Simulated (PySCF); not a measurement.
# Exercise with solution: oscillator strength and radiative lifetime

Zn(SeH)(SiH3) (H₄SeSiZn), SMILES [Zn]([SiH3])[SeH].

Coordinates come from a B3LYP-D3(BJ)/def2-SVP optimisation. Other conformers were not sampled.

PySCF with TDA-M06-2X/def2-SVPD puts the first singlet state with f over 0.02 at 5.09 eV (vertical), with the transition dipole (0.095, -0.413, -0.329) in atomic units.

Task: Find the oscillator strength, the wavelength and the radiative lifetime that this transition would have in vacuum if emission retraced absorption.

Result: 
|μ|² = 0.2878 au, so |μ| = 1.36 D. ΔE = 5.09/27.211 = 0.1871 hartree. f = (2/3) ΔE |μ|² = 0.036 (the program prints 0.036).
λ = 1239.84/5.09 = 244 nm; ν = 41054 cm⁻¹.
Einstein's coefficient A = 0.6670 ν² f s⁻¹ (ν in cm⁻¹) = 4.0e7 s⁻¹, so τ = 1/A = 25 ns. This state is S3; the lower singlets have f = 0.000, 0.017. The figure is the radiative limit of this one transition; relaxation, internal conversion, crossing to triplets and a medium change what is measured.
